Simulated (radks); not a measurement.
Values are calculated unless marked as measured or tabulated.
Q: The mean radii <r> (bohr) of the occupied orbitals of an atom or ion are listed with their occupations. Level of theory: Dirac Kohn-Sham, PBE, spin-unpolarised, spherical densities, point nucleus (a radial shooting solver on a logarithmic mesh with Libxc functionals).

orbital  occ.      <r>
1s1/2       2  0.03111
2s1/2       2   0.1340
2p1/2       2   0.1137
2p3/2       4   0.1187
3s1/2       2   0.3512
3p1/2       2   0.3398
3p3/2       4   0.3489
3d3/2     2.4   0.3138
3d5/2     3.6   0.3166

Name the element and its charge. Open shells, if any, are shared by 2j + 1.

A: Z = 47, silver, charge +23: Ag23+ in [Ar] 3d6. The 1s radius gives Z: for a bare nucleus <r> = (2 gamma + 1)/(2Z) with gamma = sqrt(1 - (Z/c)^2), 0.03062 bohr for Z = 47, and screening makes it slightly larger (0.03111 here). The occupations add up to 24, and the charge is Z minus that.
